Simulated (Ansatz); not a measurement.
CH6AlFGeO, relaxed with RKS PBE-D4/def2-SVP in Ansatz 0.2.0 from a rough embedded geometry. The force threshold is 0.03 eV/Å; the program also tests the step.

Charge 0, multiplicity 1. The bonds changed during the relaxation, so this is another structure than the one it started from.

Start:

```xyz
11

O    -1.941   -0.050   -0.032
C    -1.077    0.929   -0.391
Ge    0.620    0.556    0.420
Al    1.488   -1.627   -0.270
F     0.479   -3.086   -0.040
H    -2.232    0.050    0.908
H    -0.930    0.940   -1.466
H    -1.436    1.913   -0.014
H     0.496    0.470    1.975
H     1.675    1.634    0.047
H     2.858   -1.728   -1.136
```

(1) How much energy does the relaxation release, and in how many steps? (Best estimate.)

(2) Which bonds change most? (Estimate.)

(3) Give the relaxed structure. (Best estimate.)

Results:

(1) The calculation gave: 1.19 eV, in 29 steps, 1 of them rejected.

(2) Ansatz gave: O1–Al4 from 3.782 to 1.994 Å; O1–C2 from 1.354 to 1.479 Å; C2–Ge3 from 1.917 to 2.041 Å; Al4–F5 from 1.789 to 1.696 Å.

(3) Computed: 
```xyz
11

O    -0.830   -0.492   -0.766
C    -0.859    0.850   -0.144
Ge    1.006    0.866    0.685
Al    0.786   -1.475   -0.136
F     0.142   -2.576    0.981
H    -1.709   -0.822   -1.040
H    -1.046    1.604   -0.934
H    -1.664    0.883    0.616
H     0.835    1.313    2.164
H     1.815    1.982   -0.036
H     1.524   -2.132   -1.391
```
